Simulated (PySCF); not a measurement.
Geometry (Å), atoms numbered from 1 in this order:
```xyz
17

B    -2.5489   -0.3459   -0.3471
N    -1.2519    0.4344    0.2740
C     0.0039   -0.2707    0.0515
C     1.1701    0.4865    0.6447
F     1.2353    1.7230    0.1058
F     0.9900    0.6367    1.9743
C     2.5301   -0.1989    0.4251
F     3.5062    0.5162    0.9535
F     2.7506   -0.3414   -0.8770
F     2.5196   -1.4023    0.9880
H    -2.5739   -1.4282    0.2264
H    -2.3173   -0.4419   -1.5463
H    -3.5092    0.3655   -0.0902
H    -1.3999    0.5708    1.2763
H    -1.2018    1.3679   -0.1401
H     0.1488   -0.4010   -1.0291
H    -0.0651   -1.2683    0.5050
```

Geometry: PBE0-D3(BJ)/def2-SVP; GIAO shifts from PySCF, gas phase, non-relativistic, averaged over equivalent atoms.

At PBE0/pcSseg-1 (205 basis functions, 64 s wall time on 1 thread of an Arm Neoverse N1, shared host):
| atoms | δ (ppm) |
| --- | --- |
| B1 | -20.9 |
| N2 | 43.6 |
| C7 | 123.9 |
| C4 | 115.8 |
| C3 | 49.9 |
| F8/F9/F10 | -98.7 |
| F5/F6 | -144.4 |
| H16/H17 | 3.11 |
| H14/H15 | 2.93 |
| H11/H12/H13 | 2.24 |

Shifts are taken against calculated references (same method and geometry level): 11B (σ = 100.73 ppm) against BF3·OEt2; 15N (σ = 265.67 ppm) against NH3; 13C (σ = 184.41 ppm) and 1H (σ = 31.27 ppm) against TMS; 19F (σ = 177.25 ppm) vs CFCl3.

Q: Estimate the result of repeating the calculation with CAM-B3LYP/pcSseg-1.

A: 
```csv
atoms,δ at CAM-B3LYP/pcSseg-1,change
B1,-20.3,+0.6
N2,45.8,+2.2
C7,125.9,+2.0
C4,118.1,+2.3
C3,50.9,+1.0
F8/F9/F10,-87.9,+10.8
F5/F6,-135.1,+9.3
H16/H17,3.12,+0.01
H14/H15,2.88,-0.05
H11/H12/H13,2.19,-0.05
```

Scale: BF3·OEt2 for 11B (σ = 99.35 ppm); 15N (σ = 267.29 ppm) against NH3; 13C (σ = 182.45 ppm) and 1H (σ = 31.33 ppm) vs TMS; 19F (σ = 189.10 ppm) against CFCl3 (reference shieldings calculated alike).

The largest change is at F8/F9/F10 (fluorine of a CF3 group). Cost: 205 basis functions, 78 s wall time on 1 thread of an Arm Neoverse N1, shared host. The order of the carbon signals is the same at both levels.

Unscaled 19F shifts against computed CFCl3 carry errors that often reach 10 to 50 ppm. Experimental scales use liquid or dissolved standards, which lie at an offset from isolated NH3 (liquid NH3: subtract about 20 ppm).
